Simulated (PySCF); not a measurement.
# Whose spectrum? (oligomers)

All values: TDA CAM-B3LYP/6-31G*, gas phase, PySCF SCF with an in-house response code, fitting set def2-universal-JFIT up to Ne and JKFIT beyond, grid level 1 (kernel 0), vertical, one conformer each, geometries GFN2-xTB; core orbitals frozen in the response, virtual orbitals above 1.5 Eh left out. The lowest 6 singlets were sought, and the brightest is taken among them. The runs took 6 to 20 CPU minutes each on shared server CPUs.

Without diffuse functions Rydberg states are missing, so unbound LUMOs, wide gaps and states within about 2 eV of the ionisation energy come out too high, and electron affinities are rough.

One system has its HOMO at -8.75 eV, its LUMO at 3.11 eV and these singlet states:

| state | eV | f |
| --- | --- | --- |
| S1 | 8.86 | 0.036 |
| S2 | 8.97 | 0.053 |
| S3 | 9.32 | 0.059 |
| S4 | 9.37 | 0.103 |
| S5 | 9.38 | 0.097 |
| S6 | 9.41 | 0.024 |

(1) Which is it?
A. C[Si](C)(C)CCCCCCC[Si](C)(C)C (C13H32Si2)
B. C[Si](C)(C)CCCCCCCCCCCCCCCC[Si](C)(C)C (C22H50Si2)
C. C[Si](C)(C)CCCCCCCCC[Si](C)(C)C (C15H36Si2)

(2) How do the candidates compare?

Results:

(1) B.

(2) 
```
                                system  HOMO / eV  LUMO / eV  S1 / eV  f(S1)  brightest state sought / eV
C[Si](C)(C)CCCCCCCCCCCCCCCC[Si](C)(C)C      -8.75       3.11     8.86  0.036                         9.37
       C[Si](C)(C)CCCCCCCCC[Si](C)(C)C      -8.76       3.34     8.99  0.052                         9.37
         C[Si](C)(C)CCCCCCC[Si](C)(C)C      -8.74       3.34     8.99  0.060                         9.37
```
